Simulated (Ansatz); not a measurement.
F₃GaH₂S, SMILES `[F][Ga-]([F])([F])[SH2+]`, relaxed with RKS PBE-D4/def2-SVP in the Gaussian-basis code of Ansatz from a rough embedded geometry. The force threshold is 0.03 eV/Å; the program also tests the step.

Total charge 0; spin multiplicity 1.

Start:

```xyz
7

F     0.238    0.943    1.943
Ga    0.569   -0.179    0.595
F     2.292   -0.104    0.246
F     0.201   -1.849    1.038
S    -0.580    0.367   -1.233
H    -1.368    1.482   -0.969
H    -1.352   -0.661   -1.619
```

Question: How much energy does the relaxation release, and in how many steps? (Estimate.)

Answer: The calculation gave: 85.08 kJ/mol, in 6 steps.

Question: Which bonds change most? (Estimate.)

Answer: Ansatz gave: Ga2–S5 from 2.227 to 2.542 Å; S5–H6 from 1.391 to 1.366 Å; S5–H7 from 1.343 to 1.366 Å; F1–Ga2 from 1.785 to 1.772 Å.

Question: Give the relaxed structure. (Estimate.)

Answer: The calculation gave: 
```xyz
7

F    -0.019    1.063    1.640
Ga    0.723   -0.208    0.653
F     2.443   -0.103    0.295
F    -0.028   -1.809    0.761
S    -0.524    0.449   -1.463
H    -1.283    1.250   -0.656
H    -1.312   -0.642   -1.230
```
